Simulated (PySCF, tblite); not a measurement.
Isomers of C7H15OP. All values are computed: GFN2-xTB (tblite) harmonic vibrations without scaling, gas phase. Errors from tens to a few hundred cm⁻¹ against measured bands are possible. One conformer each.

Electronic energies: PBE0/pcSseg-1 single points on the GFN2-xTB geometries (PySCF, gas phase).

```json
{"SMILES": "C/C=C/[P@@](C)(=O)C(C)C", "electronic energy, lowest = 0 (kJ/mol)": "6.1"}
{"SMILES": "CC(C)P1(=O)[C@@H](C)[C@@H]1C", "electronic energy, lowest = 0 (kJ/mol)": "70.2"}
{"SMILES": "CCC[P@@]1(=O)CC[C@H]1C", "electronic energy, lowest = 0 (kJ/mol)": "7.7"}
{"SMILES": "OCP1CCCCCC1", "electronic energy, lowest = 0 (kJ/mol)": "69.1"}
{"SMILES": "CC(C)[P@]1(=O)C[C@@H](C)C1", "electronic energy, lowest = 0 (kJ/mol)": "0.0"}
```

**Question.** How do GFN2-xTB zero-point energies change the relative energies?

**Answer.** 
```csv
SMILES,ZPE (kJ/mol),of it from modes above 1550 cm⁻¹,electronic (kJ/mol),"with ZPE, lowest = 0 (kJ/mol)",lowest mode (cm⁻¹),rings
CC(C)[P@]1(=O)C[C@@H](C)C1,543.1,269.5,0.0,3.1,58,1
C/C=C/[P@@](C)(=O)C(C)C,533.8,280.8,6.1,0.0,46,0
CCC[P@@]1(=O)CC[C@H]1C,545.2,268.6,7.7,13.0,78,1
OCP1CCCCCC1,549.2,267.7,69.1,78.3,74,1
CC(C)P1(=O)[C@@H](C)[C@@H]1C,540.2,270.0,70.2,70.4,45,1
```

The zero-point energies span 15.4 kJ/mol, from `C/C=C/[P@@](C)(=O)C(C)C` to `OCP1CCCCCC1`. With it `C/C=C/[P@@](C)(=O)C(C)C` becomes the lowest.

**Question.** And how do the electronic energies of GFN2-xTB itself compare?

**Answer.** `CC(C)[P@]1(=O)C[C@@H](C)C1` 0.0; `C/C=C/[P@@](C)(=O)C(C)C` 44.0; `CCC[P@@]1(=O)CC[C@H]1C` 5.0; `OCP1CCCCCC1` 146.1; `CC(C)P1(=O)[C@@H](C)[C@@H]1C` 91.8 kJ/mol, lowest = 0. Against the energies above, taken from the same isomer `CC(C)[P@]1(=O)C[C@@H](C)C1`, the largest difference is 77.0 kJ/mol.

**Question.** What do entropy and thermal enthalpy add at 298.15 K and 1 bar (rigid rotor, harmonic oscillator, one conformer each)?

**Answer.** 
| SMILES | point group | symmetry number | S (J/(mol K)) | H − H(0) (kJ/mol) | ZPE + H − H(0) − TS (kJ/mol) |
| --- | --- | --- | --- | --- | --- |
| CC(C)[P@]1(=O)C[C@@H](C)C1 | Cs | 1 | 435.3 | 32.69 | 446.0 |
| C/C=C/[P@@](C)(=O)C(C)C | C1 | 1 | 466.5 | 36.73 | 431.5 |
| CCC[P@@]1(=O)CC[C@H]1C | C1 | 1 | 427.2 | 31.77 | 449.6 |
| OCP1CCCCCC1 | C1 | 1 | 410.6 | 29.61 | 456.4 |
| CC(C)P1(=O)[C@@H](C)[C@@H]1C | C1 | 1 | 450.3 | 34.86 | 440.8 |
